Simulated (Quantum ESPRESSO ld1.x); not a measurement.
Results of a calculation; reference values are marked as such.
Question: Ge I, configuration [Ar] 3d10 4s2 4p2. Level of theory: scalar-relativistic Kohn-Sham, LDA (Slater exchange, Perdew-Wang correlation), spin-polarised, spherical densities, point nucleus; open shells are filled with parallel spins first (ld1.x of Quantum ESPRESSO 7.5). Some entries of the table are withheld. Estimate them.

| orbital | occ. | eigenvalue (hartree) | r(max) (bohr) |
|---|---|---|---|
| 1s up | 1 | -402.074 | 0.03077 |
| 1s down | 1 | -402.071 | 0.03077 |
| 2s up | 1 | -50.3195 | 0.1763 |
| 2s down | 1 | -50.3185 | 0.1763 |
| 2p up | 3 | -44.0213 | 0.1412 |
| 2p down | 3 | -44.0195 | 0.1412 |
| 3s up | 1 | -6.15856 | 0.5429 |
| 3s down | 1 | -6.15594 | 0.5429 |
| 3p up | 3 | -4.23490 | 0.5430 |
| 3p down | 3 | -4.23170 | 0.5430 |
| 3d up | 5 | (1) | (2) |
| 3d down | 5 | (3) | (4) |
| 4s up | 1 | -0.45458 | 1.738 |
| 4s down | 1 | -0.40840 | 1.721 |
| 4p up | 2 | (5) | 2.199 |
| 4p down | 0 | (6) | 2.201 |

Answer: 
(1) 3d up eigenvalue (hartree): -1.08236
(2) 3d up r(max) (bohr): 0.5017
(3) 3d down eigenvalue (hartree): -1.07614
(4) 3d down r(max) (bohr): 0.5015
(5) 4p up eigenvalue (hartree): -0.16426
(6) 4p down eigenvalue (hartree): -0.11941
